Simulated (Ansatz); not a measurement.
Reaction (hydrogenolysis of a Ge–C bond): `[F][GeH2][CH2][GeH3]` + H₂ → `[F][GeH3]` + `[CH3][GeH3]`

Program: Ansatz. Geometries: PBE0-D4/def2-TZVP. ΔE: electronic, gas phase. CBS: MP2 limit from def2 TZ/QZ plus the TZ coupled-cluster correction, frozen cores. This one scheme is used for every species. Functionals use def2-TZVPP. B3LYP here is the variant with VWN-RPA as its local correlation; programs differ in this. For Ge outer-core shells are correlated without core-valence functions, which leaves a few kJ/mol of doubt a bond. Scalar relativity is left out up to krypton. One conformer a species, not always the lowest.

`[F][GeH2][CH2][GeH3]`:

Z-matrix (Å, degrees):
```
Ge
C 1 1.935
F 1 1.748 2 107.1
H 1 1.537 2 112.9 3 115.8
H 1 1.537 2 112.9 3 -115.8
Ge 2 1.960 1 114.2 3 -179.7
H 2 1.092 1 108.5 3 58.8
H 2 1.092 1 108.4 3 -58.2
H 6 1.538 2 109.8 1 60.1
H 6 1.538 2 109.9 1 -59.5
H 6 1.537 2 109.9 1 -179.7
```

H₂:

Cartesian coordinates in Å:
```
H 0.074 0.180 0.318
H -0.074 -0.180 -0.318
```

`[F][GeH3]`:

Cartesian coordinates in Å:
```
F -1.471 -0.310 0.683
Ge 0.081 0.017 -0.038
H 0.096 1.515 -0.363
H 1.130 -0.365 1.013
H 0.164 -0.857 -1.295
```

`[CH3][GeH3]`:

```xyz
8

C     0.251   -0.917   -0.412
Ge   -0.222    0.811    0.365
H     0.428   -1.650    0.376
H    -0.557   -1.279   -1.049
H     1.156   -0.826   -1.014
H    -1.496    0.686    1.219
H    -0.478    1.847   -0.745
H     0.918    1.327    1.261
```

```csv
level,ΔE (kcal/mol),difference from CCSD(T)/CBS
PBE-D4,-4.9,-1.3
B3LYP-D4,-6.0,-2.4
B2PLYP,-6.6,-3.0
PBE,-6.6,-3.0
PBE0,-7.0,-3.4
HF/def2-TZVPP,-11.2,-7.6
MP2/def2-TZVPP,-2.7,0.9
SCS-MP2/def2-QZVPP,-4.2,-0.6
HF/CBS(def2),-11.5,-7.9
CCSD/CBS(def2),-4.8,-1.2
CCSD(T)/CBS,-3.6,0
```

Largest T1 diagnostic among the species: 0.012.

The D4 term adds +2.6 kcal/mol with B3LYP and +1.5 kcal/mol with PBE0; it sums over pairs of atoms, weighted by their polarisabilities, and B3LYP, whose exchange is more repulsive, gets the larger term. In def2-TZVPP, CCSD(T) changes the Hartree–Fock value by +6.9 kcal/mol (the triples alone add +1.2 kcal/mol) and MP2 by +8.5 kcal/mol.
